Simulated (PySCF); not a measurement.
**How methods differ on the ionisation energy of Si²⁺**

Si²⁺ [Ne] 3s2 (1S) → Si³⁺ [Ne] 3s1 (2S), as a difference of total energies. Computed with PySCF 2.14 in x2c-QZVPPall with one added diffuse shell each of s, p, d, f type (10s7p5d3f1g, 86 functions), with scalar relativity by spin-free X2C-1e. Correlated levels: valence and next inner shell: 1s2 frozen. The calculations carry no spin-orbit coupling.

```tsv
method	ionisation energy (eV)
UHF	32.019
MP2 (valence and next inner shell)	33.188
SCS-MP2 (valence and next inner shell)	33.314
CCSD (valence and next inner shell)	33.400
CCSD(T) (valence and next inner shell)	33.437
```

Problem. How much does correlation contribute at CCSD(T) (valence and next inner shell)?

Solution. 33.437 − (32.019) = 1.418 eV, measured against UHF.

Errors of the correlated levels include the incompleteness of this basis and the frozen core.

For comparison: 33.493 eV (measured; NIST Atomic Spectra Database, ionization energies).
